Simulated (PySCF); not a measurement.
PySCF input for C3H9AlS, SMILES C[S][Al]([CH3])[CH3], TDDFT-PBE/def2-SVPD. Coordinates come from a PBE-D3(BJ)/def2-SVP optimisation. The structure was generated by enumeration; whether it is a known compound was not checked. The values are those of a single conformer.

```python
import numpy as np
from pyscf import gto, scf, dft, tdscf

mol = gto.M(
    atom='''
    Al    0.24687847    0.14680734    0.75234775
    C     0.29894440   -0.81221365    2.46483334
    H    -0.12372794   -1.83489071    2.39833504
    H    -0.26871645   -0.26014866    3.24463595
    H     1.34244501   -0.89967089    2.83712160
    C     0.90259436    1.98370604    0.47221686
    H     1.71182099    2.02117367   -0.28811183
    H     1.30736805    2.41765109    1.40980531
    H     0.09686073    2.65929265    0.11352155
    S    -0.61880974   -0.97043884   -0.93750599
    C    -0.51429969    0.19960297   -2.35709970
    H    -0.05298939    1.16434654   -2.07365264
    H    -1.53468741    0.38897865   -2.74184139
    H     0.08972780   -0.26477840   -3.15994140
    ''',
    basis='def2-SVPD',
    charge=0,
    spin=0,
    max_memory=1600,
    verbose=4,
)
mf = dft.RKS(mol, xc='pbe').density_fit(auxbasis='def2-universal-jkfit')
mf.grids.level = 3
mf.conv_tol = 1e-9
mf.max_cycle = 100
mf.kernel()
mf.grids = dft.Grids(mol).set(level=1).build(with_non0tab=True)  # coarser grid for the response kernel
td = tdscf.TDDFT(mf)
td.singlet = True
td.nstates = 10
td.conv_tol = 1e-4
td.positive_eig_threshold = 1e-6
td.kernel(x0=td.get_init_guess(mf, 15))
td.analyze()
tt = tdscf.TDA(mf)
tt.singlet = False
tt.nstates = 4
tt.conv_tol = 1e-4
tt.positive_eig_threshold = 1e-6
tt.kernel(x0=tt.get_init_guess(mf, 9))
tt.analyze(verbose=3)
```

Output:

```
PySCF version 2.14.0

[INPUT] verbose = 4
[INPUT] num. atoms = 14
[INPUT] num. electrons = 56
[INPUT] charge = 0
[INPUT] spin (= nelec alpha-beta = 2S) = 0
[INPUT] symmetry False subgroup None
[INPUT] Mole.unit = angstrom
[INPUT] Symbol           X                Y                Z      unit          X                Y                Z       unit  Magmom
[INPUT]  1 Al     0.246878470000   0.146807340000   0.752347750000 AA    0.466532694352   0.277425665676   1.421731197933 Bohr   0.0
[INPUT]  2 C      0.298944400000  -0.812213650000   2.464833340000 AA    0.564923042472  -1.534861353133   4.657859955297 Bohr   0.0
[INPUT]  3 H     -0.123727940000  -1.834890710000   2.398335040000 AA   -0.233811920557  -3.467440910409   4.532196380548 Bohr   0.0
[INPUT]  4 H     -0.268716450000  -0.260148660000   3.244635950000 AA   -0.507800495665  -0.491609719073   6.131473319418 Bohr   0.0
[INPUT]  5 H      1.342445010000  -0.899670890000   2.837121600000 AA    2.536853406189  -1.700131584344   5.361382806088 Bohr   0.0
[INPUT]  6 C      0.902594360000   1.983706040000   0.472216860000 AA    1.705656141977   3.748661127246   0.892360536802 Bohr   0.0
[INPUT]  7 H      1.711820990000   2.021173670000  -0.288111830000 AA    3.234872845382   3.819464686482  -0.544452451947 Bohr   0.0
[INPUT]  8 H      1.307368050000   2.417651090000   1.409805310000 AA    2.470567558507   4.568698424856   2.664145924858 Bohr   0.0
[INPUT]  9 H      0.096860730000   2.659292650000   0.113521550000 AA    0.183040251925   5.025334793569   0.214524638736 Bohr   0.0
[INPUT] 10 S     -0.618809740000  -0.970438840000  -0.937505990000 AA   -1.169380931813  -1.833863628241  -1.771629561239 Bohr   0.0
[INPUT] 11 C     -0.514299690000   0.199602970000  -2.357099700000 AA   -0.971885560049   0.377194946950  -4.454272881294 Bohr   0.0
[INPUT] 12 H     -0.052989390000   1.164346540000  -2.073652640000 AA   -0.100135434608   2.200296074685  -3.918635567081 Bohr   0.0
[INPUT] 13 H     -1.534687410000   0.388978650000  -2.741841390000 AA   -2.900138891718   0.735063116803  -5.181329304097 Bohr   0.0
[INPUT] 14 H      0.089727800000  -0.264778400000  -3.159941400000 AA    0.169560967760  -0.500358659701  -5.971423815675 Bohr   0.0

nuclear repulsion = 265.063415935582
number of shells = 81
number of NR pGTOs = 267
number of NR cGTOs = 183
basis = def2-SVPD
ecp = {}


[settings echo left out]
init E= -759.448228584252
  HOMO = -0.282870451460096  LUMO = -0.0787995971200846  gap/eV = 5.55305
cycle= 1 E= -759.516482659322  delta_E= -0.0683  |g|= 0.674  |ddm|= 4.33
  HOMO = -0.149996727381297  LUMO = -0.0187145062948573  gap/eV = 3.57237
cycle= 2 E= -759.329889819692  delta_E= 0.187  |g|= 1.03  |ddm|= 2.22
  HOMO = -0.206357865600631  LUMO = -0.043379769756946  gap/eV = 4.43486
cycle= 3 E= -759.647275337736  delta_E= -0.317  |g|= 0.0552  |ddm|= 1.48
  HOMO = -0.215878111266781  LUMO = -0.0451139487564807  gap/eV = 4.64673
cycle= 4 E= -759.647939267664  delta_E= -0.000664  |g|= 0.0332  |ddm|= 0.152
  HOMO = -0.210874731272327  LUMO = -0.0438681555370555  gap/eV = 4.54448
cycle= 5 E= -759.648285624077  delta_E= -0.000346  |g|= 0.011  |ddm|= 0.0652
  HOMO = -0.211426338103692  LUMO = -0.0439802888001664  gap/eV = 4.55644
cycle= 6 E= -759.648320290354  delta_E= -3.47e-05  |g|= 0.00197  |ddm|= 0.015
  HOMO = -0.211578267328654  LUMO = -0.0441809096527934  gap/eV = 4.55511
cycle= 7 E= -759.648321319866  delta_E= -1.03e-06  |g|= 0.000606  |ddm|= 0.00384
  HOMO = -0.211507833026225  LUMO = -0.044154240735502  gap/eV = 4.55392
cycle= 8 E= -759.648321421555  delta_E= -1.02e-07  |g|= 0.000227  |ddm|= 0.00119
  HOMO = -0.211516484609877  LUMO = -0.044145095506996  gap/eV = 4.55441
cycle= 9 E= -759.648321437089  delta_E= -1.55e-08  |g|= 6.8e-05  |ddm|= 0.000466
  HOMO = -0.211519506136433  LUMO = -0.0441509056855587  gap/eV = 4.55433
cycle= 10 E= -759.648321438544  delta_E= -1.45e-09  |g|= 1.18e-05  |ddm|= 0.000114
  HOMO = -0.2115208338  LUMO = -0.0441507125940981  gap/eV = 4.55437
cycle= 11 E= -759.648321438579  delta_E= -3.52e-11  |g|= 5.99e-06  |ddm|= 3.07e-05
  HOMO = -0.211519310196054  LUMO = -0.0441508443538745  gap/eV = 4.55433
Extra cycle  E= -759.648321438558  delta_E= 2.14e-11  |g|= 1.04e-05  |ddm|= 2.47e-05
converged SCF energy = -759.648321438558
tot grids = 50456
Overwritten attributes  positive_eig_threshold  of <class 'pyscf.tdscf.rks.CasidaTDDFT'>


******** <class 'pyscf.tdscf.rks.CasidaTDDFT'> for <class 'pyscf.df.df_jk.DFRKS'> ********
nstates = 10 singlet
deg_eia_thresh = 1.000e-03
wfnsym = None
conv_tol = 0.0001
eigh lindep = 1e-12
eigh level_shift = 0
eigh max_cycle = 100


Excitation energies (eV)
[4.89086441 5.00868659 5.35485886 5.44022957 5.56416157 5.699292
 5.94021503 6.16811311 6.31693278 6.35730637]

** Singlet excitation energies and oscillator strengths **
Excited State   1:      4.89086 eV    253.50 nm  f=0.0272
      28 -> 30        0.70523
Excited State   2:      5.00869 eV    247.54 nm  f=0.0705
      27 -> 30       -0.13573
      28 -> 29        0.68274
Excited State   3:      5.35486 eV    231.54 nm  f=0.0008
      27 -> 29       -0.65619
      28 -> 31        0.25860
Excited State   4:      5.44023 eV    227.90 nm  f=0.0028
      26 -> 29        0.17383
      27 -> 29       -0.25709
      28 -> 31       -0.62950
Excited State   5:      5.56416 eV    222.83 nm  f=0.0005
      26 -> 29       -0.68333
      28 -> 31       -0.17210
Excited State   6:      5.69929 eV    217.54 nm  f=0.0785
      27 -> 30       -0.67761
      28 -> 29       -0.12082
Excited State   7:      5.94022 eV    208.72 nm  f=0.0636
      26 -> 30        0.68599
      26 -> 31        0.10001
Excited State   8:      6.16811 eV    201.01 nm  f=0.0110
      26 -> 31       -0.15639
      27 -> 31        0.67841
Excited State   9:      6.31693 eV    196.27 nm  f=0.0273
      28 -> 32        0.69955
Excited State  10:      6.35731 eV    195.03 nm  f=0.0659
      26 -> 30        0.10123
      26 -> 31       -0.67429
      27 -> 31       -0.15304

** Transition electric dipole moments (AU) **
state          X           Y           Z        Dip. S.      Osc.
  1         0.4298     -0.1724     -0.1137      0.2273      0.0272
  2         0.2679      0.2456      0.6649      0.5742      0.0705
  3        -0.0714      0.0304      0.0203      0.0064      0.0008
  4         0.1318     -0.0508     -0.0326      0.0210      0.0028
  5         0.0572     -0.0230     -0.0131      0.0040      0.0005
  6        -0.3121     -0.4863     -0.4781      0.5625      0.0785
  7        -0.1281     -0.5464      0.3496      0.4372      0.0636
  8         0.0725      0.0180      0.2592      0.0728      0.0110
  9         0.3806     -0.1492     -0.0953      0.1762      0.0273
 10         0.1347     -0.0624      0.6332      0.4230      0.0659

** Transition velocity dipole moments (imaginary part, AU) **
state          X           Y           Z        Dip. S.      Osc.
  1         0.0717     -0.0288     -0.0191      0.0063      0.0235
  2         0.0496      0.0460      0.1224      0.0196      0.0708
  3        -0.0177      0.0074      0.0049      0.0004      0.0013
  4         0.0285     -0.0110     -0.0071      0.0010      0.0033
  5         0.0123     -0.0050     -0.0028      0.0002      0.0006
  6        -0.0668     -0.1037     -0.1029      0.0258      0.0821
  7        -0.0295     -0.1245      0.0783      0.0225      0.0687
  8         0.0160      0.0023      0.0597      0.0038      0.0113
  9         0.0873     -0.0342     -0.0219      0.0093      0.0266
 10         0.0328     -0.0156      0.1547      0.0253      0.0721

** Transition magnetic dipole moments (imaginary part, AU) **
state          X           Y           Z
  1        -0.0932      0.0278     -0.4096
  2         0.1810     -0.0696     -0.0502
  3        -0.0951     -0.7721      0.8310
  4         0.3583      0.4342      0.7427
  5        -0.3830     -0.6815     -0.4483
  6        -0.4109      0.1605      0.1052
  7        -0.3041      0.1220      0.0780
  8         0.4345     -0.1714     -0.1095
  9        -0.1119     -0.0884     -0.3019
 10         0.0792     -0.0316     -0.0203
Overwritten attributes  positive_eig_threshold  of <class 'pyscf.tdscf.rks.TDA'>


******** <class 'pyscf.tdscf.rks.TDA'> for <class 'pyscf.df.df_jk.DFRKS'> ********
nstates = 4 triplet
deg_eia_thresh = 1.000e-03
wfnsym = None
conv_tol = 0.0001
eigh lindep = 1e-12
eigh level_shift = 0
eigh max_cycle = 100


Excitation energies (eV)
[4.21322743 4.70432912 5.05456855 5.10425951]

** Triplet excitation energies and oscillator strengths **
Excited State   1:      4.21323 eV    294.27 nm  f=0.0000
Excited State   2:      4.70433 eV    263.55 nm  f=0.0000
Excited State   3:      5.05457 eV    245.29 nm  f=0.0000
Excited State   4:      5.10426 eV    242.90 nm  f=0.0000
```

Self-consistency was reached.
